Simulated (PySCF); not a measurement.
## Correlation energy of Ga (gallium, neutral)

[Ar] 3d10 4s2 4p1, 2P determinant. Computed with PySCF 2.14 in x2c-TZVPPall with one added diffuse shell each of s, p, d type (7s6p5d1f, 57 functions), with scalar relativity by spin-free X2C-1e. Frozen: [Ne]; 21 electrons correlated.

MP2 pair energies summed by pair of shells (mhartree):

```csv
pair,energy,share (%)
3d-3d,-129.12,37.9
3p-3d,-90.40,26.6
3p-3p,-22.78,6.7
3d-4s,-20.81,6.1
3s-3d,-20.79,6.1
4s-4s,-19.96,5.9
4s-4p,-13.87,4.1
3s-3p,-11.52,3.4
3d-4p,-5.14,1.5
3p-4s,-3.42,1.0
3s-3s,-1.49,0.4
3p-4p,-0.59,0.2
3s-4s,-0.37,0.1
3s-4p,-0.09,0.0
```

Total MP2 correlation energy: -340.37 mhartree.

Same-spin part -109.70 and opposite-spin part -230.66 mhartree; SCS-MP2 scales them by 1/3 and 6/5 to -313.36 mhartree.

This basis was not built for core-valence correlation, so the inner-shell part is incomplete.
